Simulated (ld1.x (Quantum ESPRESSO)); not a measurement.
## How hard is this Al (Z = 13) PAW potential?

aluminium (Al), PAW, made with ld1.x (Quantum ESPRESSO) 7.5 (revPBE, non-relativistic). Core [Ne], reference 3s1.75 3p1.25. Waves: 3s (bound): rcut 1.50, rcutus 1.75 bohr; 3s channel at 1.75 Ry: rcut 1.50, rcutus 1.75 bohr; 3p (bound): rcut 2.85, rcutus 3.05 bohr; 3p channel at 0.35 Ry: rcut 2.85, rcutus 3.05 bohr. Local part: all-electron potential smoothed inside 2.40 bohr (lloc = -1). Core correction: a·sin(br)/r model core inside 1.15 bohr. Augmentation charge: PSQ, inside the norm-conserving radii.

The pseudo-atom Hamiltonian at the reference potential is diagonalised in spherical Bessel functions j_l(qr) that vanish at 20 bohr, with q² up to the cutoff. All-electron valence levels (Ry): 3s -0.5816, 3p -0.2111.

**Question.** How do the lowest levels (Ry) of each channel move with the cutoff, and are there ghosts?

**Answer.**

```tsv
cutoff (Ry)	s #1	s #2	p #1	d #1	f #1	Σ f·Δε (mRy)
8	-0.5762	-0.0288	-0.2110	0.0395	0.0972	9.6
10	-0.5798	-0.0292	-0.2111	0.0395	0.0972	3.2
12	-0.5811	-0.0293	-0.2111	0.0395	0.0972	0.8
15	-0.5815	-0.0294	-0.2111	0.0395	0.0972	0.3
18	-0.5815	-0.0294	-0.2111	0.0395	0.0972	0.2
400	-0.5816	-0.0294	-0.2111	0.0395	0.0972	0.0
```

Result: no extra level below or beside the all-electron valence levels (s, p, d, f tested); 10 mRy is reached at 8 Ry and 1 mRy at 12 Ry.
